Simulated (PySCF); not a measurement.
# Ionisation energy of Ta⁵⁶⁺ by level of theory

Ta⁵⁶⁺ [Ne] 3s2 3p5 (2P) → Ta⁵⁷⁺ [Ne] 3s2 3p4 (3P), as a difference of total energies. Computed with PySCF 2.14 in an even-tempered Gaussian basis (17 s from 14 bohr⁻², ratio 2.5; 12 p from 18 bohr⁻², ratio 2.5; 4 d from 76 bohr⁻², ratio 2.7; 4 f from 110 bohr⁻², ratio 2.7), with the spin-free X2C one-electron Hamiltonian (Gaussian nucleus). Correlated levels: outer shells: 1s2 frozen; virtual orbitals above 40 to 60 times the deepest correlated orbital energy dropped. The calculations carry no spin-orbit coupling.

| method | ionisation energy (eV) |
| --- | --- |
| UHF | 5757.7 |
| MP2 (outer shells) | 5758.9 |
| SCS-MP2 (outer shells) | 5758.8 |
| CCSD (outer shells) | 5758.8 |
| CCSD(T) (outer shells) | 5758.8 |

Spin-orbit coupling is strong in these open shells (close to jj coupling). The scalar numbers leave it out and a first-order estimate fails, so it can dominate the gap to the real levels.

Breit and QED terms and the two-electron picture change are absent.

For comparison: 5655 ± 5 eV (theoretical estimate listed by NIST; NIST Atomic Spectra Database, ionization energies).
